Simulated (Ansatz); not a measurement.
CH7NOSi can be A, `C[SiH](N)O`, or B, `NCO[SiH3]`.

Isolated molecules relaxed with PBE0-D4/def2-TZVP in Ansatz; ΔE leaves out vibrations. CBS: MP2 limit from def2 TZ/QZ plus the TZ coupled-cluster correction, frozen cores. DFT in def2-TZVPP. B3LYP here is the variant with VWN-RPA as its local correlation; programs differ in this. Each species was taken in one conformer, which may not be the lowest.

Task: Which isomer does CCSD(T)/CBS put lower? Give the gap. (Estimate.)

Result: The calculation gave: A, by 213.8 kJ/mol.

Task: Give E(B) − E(A) in kJ/mol with CCSD/def2-TZVPP, LDA (SPW92), B2PLYP, B3LYP-D4, r2SCAN-D4, B3LYP, ωB97M-V. (Estimate.)

Result: Ansatz gave: CCSD/def2-TZVPP 206.2, LDA (SPW92) 199.6, B2PLYP 205.4, B3LYP-D4 201.5, r2SCAN-D4 210.2, B3LYP 198.8, ωB97M-V 210.2. None reverses the order clearly.

Task: Does the order hold for the free energy at 298.15 K (harmonic terms from PBE0-D4)? (Estimate.)

Result: Ansatz gave: Yes: G(B) − G(A) = +210.9 kJ/mol, for one conformer each. Modes under 60 cm⁻¹, often nearly free rotors, make the harmonic entropy too high.

Largest T1 diagnostic: 0.011.

From PBE to PBE0 (25 % exact exchange), in def2-TZVPP and without D4, E(B) − E(A) moves by +6.0 kJ/mol. In def2-TZVPP, CCSD(T) changes the Hartree–Fock value by +12.1 kJ/mol (the triples alone add −0.1 kJ/mol) and MP2 by +23.3 kJ/mol.
